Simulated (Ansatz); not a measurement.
System: CH₃Mg, charge 0, doublet. CH3Mg (SMILES [CH3][Mg], doublet).
B3LYP-D3(BJ)/def2-TZVP minimum from Ansatz (a first-principles code):
```xyz
5

Mg    -0.6872    -0.3966    -0.5519
C      0.8270     0.4772     0.6641
H      1.3509    -0.2981     1.2286
H      0.3829     1.1853     1.3681
H      1.5509     1.0082     0.0409
```
Charge 0, spin multiplicity 2.

Total energies in def2-SVP, 9 correlated electrons, 6 frozen orbitals. Radicals and triplets start from unrestricted determinants; spin-orbit coupling is neglected. Cores are frozen in correlated methods. No relativity. The spin of CH3Mg ([CH3][Mg], doublet) was assumed, and the state is the lowest solution found for it.

```csv
method,program,energy (Eh),minus CCSDTQ (mEh)
HF,Ansatz,-239.08851,195.68
MP2,Ansatz,-239.25690,27.28
CCSD,Ansatz,-239.27797,6.22
CCSD(T),Ansatz,-239.28332,0.86
CCSDT(Q),Ansatz,-239.28420,-0.02
CCSDTQ,Ansatz,-239.28418,0.00
```

Rough core times of Ansatz's runs on a shared machine: CCSD(T) under 20 s, CCSDT(Q) under 20 s, CCSDTQ 10 min.
